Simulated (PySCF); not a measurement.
**Orbital picture of CoS**

PBE at R = 1.974 Å; Co def2-TZVPP, S def2-TZVPP; no relativity (PySCF 2.14). State: ⁴Δ (quartet), unpaired electrons π ↑↑, δ ↑. Only the outer orbitals are listed, counted within each symmetry.

```csv
spin,orbital,occ.,ε (eV),on Co (%),main shells (%)
α,10σ,1,-8.37,51,"47 Co d, 44 S p"
α,4π,1,-8.15,78,"78 Co d, 21 S p"
α,4π,1,-8.15,78,"78 Co d, 21 S p"
α,1δ,1,-7.92,100,100 Co d
α,1δ,1,-6.80,100,100 Co d
α,11σ,1,-5.98,73,"42 Co d, 31 Co s, 27 S p"
α,5π,1,-5.74,26,"74 S p, 21 Co d"
α,5π,1,-5.74,26,"74 S p, 21 Co d"
α,12σ,0,-3.59,82,"47 Co s, 29 Co p, 18 S p"
α,6π,0,-0.19,94,89 Co p
α,6π,0,-0.19,94,89 Co p
β,10σ,1,-7.71,36,"59 S p, 30 Co d"
β,4π,1,-6.49,48,"51 S p, 46 Co d"
β,4π,1,-6.49,48,"51 S p, 46 Co d"
β,1δ,1,-5.76,100,100 Co d
β,11σ,1,-5.16,85,"54 Co d, 31 Co s, 15 S p"
β,1δ,0,-4.59,100,100 Co d
β,5π,0,-4.15,58,"52 Co d, 42 S p"
β,5π,0,-4.15,58,"52 Co d, 42 S p"
```

Which are the highest filled and the lowest empty level, where do they sit, and how wide is the gap?

Highest filled β 11σ at -5.16 eV (in %: 54 Co d, 31 Co s, 15 S p); lowest empty β 1δ at -4.59 eV (in %: 100 Co d); the gap at PBE is 0.57 eV.

- bond order (Mayer): 2.23
- ⟨S²⟩: 3.763
- charge on Co (Mulliken, basis-dependent): 0.35
- charge on Co (Löwdin, basis-dependent): -0.17
- dipole moment (positive dipole means Co(−)S(+)): -3.68 D
- polarisability along the bond: 74.2 bohr³
- polarisability across the bond: 44.0 bohr³

With d or f electrons several states lie close, and the lowest PBE0 determinant need not be the measured ground state.
